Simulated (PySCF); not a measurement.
CsF and its ions

RHF-CCSD(T); Cs def2-SVPD with ECP46, F def2-SVPD; scalar-relativistic core potentials (PySCF 2.14). Neutral (RHF): singlet (closed shell), Re = 2.487 Å, ωe = 321 cm⁻¹, De = 4.94 eV.

CsF⁻ (UHF): doublet (σ ↑), Re = 2.588 Å, ωe = 265 cm⁻¹, De = 1.88 eV to Cs + F⁻. The energies at the minima are -119.53126 hartree for CsF and -119.54008 for CsF⁻.

Task: Work out the adiabatic electron affinity, without and with harmonic zero-point energies (1 hartree = 27.2114 eV, 1 eV = 8065.5 cm⁻¹), and the change of the bond length.

Result: At CCSD(T): 0.00882 hartree = 0.240 eV between the minima; the zero-point term (321.0 − 265.0)/2 cm⁻¹ = +0.003 eV makes it 0.243 eV. Re changes by +10.1 pm against the neutral. The electron enters a σ orbital, and the longer bond of the ion fits an antibonding orbital, or a change in how ionic the bond is.

Correlated steps freeze 1 core orbital. Correlated levels converge slowly with the basis: in double zeta they bind strong bonds too weakly, by up to about 1 eV, and carry superposition errors of some tenths. Spin–orbit coupling is left out, which matters for elements this heavy, above all for dissociation energies. For an ion De counts to the pair picked by the measured ionisation energies or electron affinities, which need not be the lowest pair at this level. Where the molecule has an RHF reference, its open-shell atoms are computed with UHF. States were picked by a PBE0 search and need not be the measured ground states.

Neutral and ion stand on different kinds of reference determinant, which adds to the error of the difference.
